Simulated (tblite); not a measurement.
Species: C₂H₅NO₂Si.
Z-matrix (Å and degrees, GFN2-xTB geometry), rows numbered from 1:
```
N 
C   1  1.2568
Si  2  1.9069  1  128.97
O   3  1.6746  2  100.28  1    -2.24
C   4  1.3119  3  122.99  2   178.82
O   5  1.1924  4  125.28  3    -0.23
H   1  1.0208  2  114.69  3     0.12
H   2  1.0888  1  114.74  3   179.85
H   3  1.4567  2  111.51  1   113.30
H   3  1.4569  2  111.60  1  -117.58
H   5  1.1044  4  110.88  3   179.82
```

Computed with GFN2-xTB (tblite): harmonic, unscaled wavenumbers at the GFN2-xTB geometry, gas phase. Errors from tens to a few hundred cm⁻¹ against measured bands are possible. Modes of hydrogen on silicon can be 10 to 20 % off. One conformer, not necessarily the lowest.

Harmonic wavenumbers (cm⁻¹): 48.0, 86.9, 92.6, 141.0, 226.5, 397.4, 421.5, 605.3, 617.9, 662.3, 663.9, 740.1, 757.0, 775.4, 948.5, 1108.8, 1164.4, 1189.4, 1353.9, 1363.1, 1707.0, 1786.3, 2317.1, 2330.8, 2815.5, 2967.7, 3293.9.

A = 8296, B = 1601, C = 1364 MHz; mass 103.009 u (most abundant isotopes); point group Cs, symmetry number 1.

**Question.** What is the zero-point energy?

**Answer.** Half the sum of the wavenumbers: 15291 cm⁻¹ = 182.92 kJ/mol.

**Question.** Give the ideal-gas entropy at 273.15 K and 1 bar in the rigid-rotor, harmonic-oscillator model (classical rotation).

**Answer.** Translation 164.84, rotation 113.03, vibration 82.52: S = 360.4 J/(mol K).

**Question.** And Cp and H(273.15 K) − H(0)?

**Answer.** Cp = 110.67 J/(mol K), of which vibrations give 77.42 (their classical limit is 27 R = 224.5); H(273.15 K) − H(0) = 20.45 kJ/mol without the zero-point energy, 11.36 from vibrations.

**Question.** Blend soft modes into free rotors: weight 1/[1 + (100 cm⁻¹/ν̃)⁴] for the oscillator and the rest for a rotor with moment μB/(μ + B), μ = h/(8π²ν), B = 10⁻⁴⁴ kg m². What vibrational entropy results?

**Answer.** 74.38 J/(mol K) in place of 82.52, which changes −T·S at 273.15 K by +2.22 kJ/mol.

**Question.** How do the functions run with temperature in this model?

**Answer.** 
```
 T (K)  S (J/(mol K))  Cp (J/(mol K))  H − H(0) (kJ/mol)  G − H(0) (kJ/mol)  ln q(vib)
   150          304.5            79.0               8.77             -36.90       2.57
   250          350.8           104.8              17.95             -69.76       4.49
298.15          370.3           116.8              23.29             -87.13       5.38
   400          407.8           138.7              36.34            -126.79       7.18
   600          470.5           170.4              67.48            -214.84      10.50
   900          545.8           200.2             123.46            -367.74      14.95
```

q(vib) and H(0) count from the zero-point level.

**Question.** What must be added to the electronic energy to get the Gibbs energy at 273.15 K and 1 bar?

**Answer.** ZPE + [H(273.15 K) − H(0)] − T·S = 182.92 + 20.45 − 98.44 = 104.93 kJ/mol.

**Question.** Which modes carry the vibrational entropy at 273.15 K?

**Answer.** 48.0 cm⁻¹: 19.77; 86.9 cm⁻¹: 14.88; 92.6 cm⁻¹: 14.37; 141.0 cm⁻¹: 10.98; 226.5 cm⁻¹: 7.32; 397.4 cm⁻¹: 3.54 J/(mol K); the other 21 give 11.66 together.

Hindered rotation and anharmonicity are outside this model. Other conformers, if any are populated, would add a mixing term that is left out.
